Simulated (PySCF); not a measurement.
**[Ce(H2O)3]3+ at several levels of theory**

Computed with PySCF 2.14.0 (density fitting, no spin-orbit coupling) at the geometry relaxed with PBE0:

```xyz
10
[Ce(H2O)3]3+ (singlet in the valence; each metal's 4f electrons, 1 of them, lie in its core potential, out of spins and levels)
Ce    0.0000    0.0000    0.0000
O     2.3795    0.0000    0.0000
H     2.9954   -0.7677    0.0665
H     2.9954    0.7677   -0.0665
O    -1.1898    2.0608    0.0000
H    -0.8329    2.9779    0.0665
H    -2.1625    2.2103   -0.0665
O    -1.1898   -2.0607    0.0000
H    -2.1625   -2.2102    0.0665
H    -0.8329   -2.9779   -0.0665
```

| level | basis | state | HOMO (eV) | gap (eV) | charge on Ce1 (e) | population of f-type functions on Ce1 (polarisation alone where 4f lies in the core) | dipole about the centre of mass (D) | largest force component (eV/Å) |
| --- | --- | --- | --- | --- | --- | --- | --- | --- |
| PBE0 | Ce lcecp-1-SVP with ECP47, O def2-SVP, H def2-SVP | singlet | -24.68 | 8.19 | 2.07 | 0.04 | 0.00 | 0.01 |
| BP86 | the same | singlet | -22.95 | 5.73 | 1.94 | 0.05 | 0.00 | 0.58 |
| B3LYP | the same | singlet | -24.35 | 7.53 | 2.03 | 0.04 | 0.00 | 0.15 |
| r2SCAN | the same | singlet | -23.26 | 6.43 | 2.05 | 0.04 | 0.00 | 0.11 |
| PBE0 | Ce lcecp-1-TZVP with ECP47, O def2-TZVP, H def2-TZVP | singlet | -24.72 | 8.30 | 2.27 | 0.07 | 0.00 | 0.31 |
| PBE0 | Ce def2-SVP with ECP28, O def2-SVP, H def2-SVP | doublet | -23.95 | 5.36 | 2.07 | 1.14 | 0.00 | 0.37 |

In the lcecp rows the 4f levels are missing from HOMO and gap, and the state counts the valence alone.

HOMO and gap are taken over both spins. Charges are Mulliken's, which hang on the basis. The relaxation used the grid (50, 194), these runs (75, 302) or, all-electron (x2c bases, spin-free X2C Hamiltonian), (99, 590).

Problem. What does BLYP with Ce lcecp-1-SVP with ECP47, O def2-SVP, H def2-SVP give here?

Solution. state singlet, HOMO (eV) -22.71, gap (eV) 5.41, charge on Ce1 (e) 1.92, population of f-type functions on Ce1 (polarisation alone where 4f lies in the core) 0.04, dipole about the centre of mass (D) 0.00, largest force component (eV/Å) 0.57. Time: 5.2 s on 2 threads of Intel(R) Xeon(R) 6975P-C (Granite Rapids), on a shared host, from an already converged density.

In the first row's basis the gap widens with exact exchange: 5.4 to 6.4 eV for BLYP, BP86, r2SCAN (none); 7.5 to 8.2 eV for B3LYP, PBE0 (a fixed share).

A frequency check found unstable modes (1, the lowest at -7 cm⁻¹), so the relaxed geometry is a saddle point, or these are noise. An lcecp potential fixes the number of 4f electrons, so in runs with it no electron can move into or out of that shell.

Rows with open f shells in the valence may stand above their lowest state, and their gaps can end on f levels.
